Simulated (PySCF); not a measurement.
H7Si3, SMILES [SiH2][SiH2][SiH3] (connectivity only; charge and spin as stated), charge +1, multiplicity 1.

Geometry optimised at B3LYP-D3(BJ)/def2-SVP. The spin state was assumed, not searched. The isomer is the one that the SMILES or the coordinates give; other isomers of the formula were not compared.

Level of theory: SMD-ωB97X/6-31G* in PySCF.

Solvation free energies are E(SMD) − E(gas) at the gas-phase geometry, for 1 M in both phases.

```
solvent          ΔG(solv) (kcal/mol)  its non-electrostatic (CDS) part
---------------  -------------------  --------------------------------
water                          -51.7                               3.8
chlorobenzene                  -46.3                              -0.3
dichloromethane                -50.2                              -0.6
```
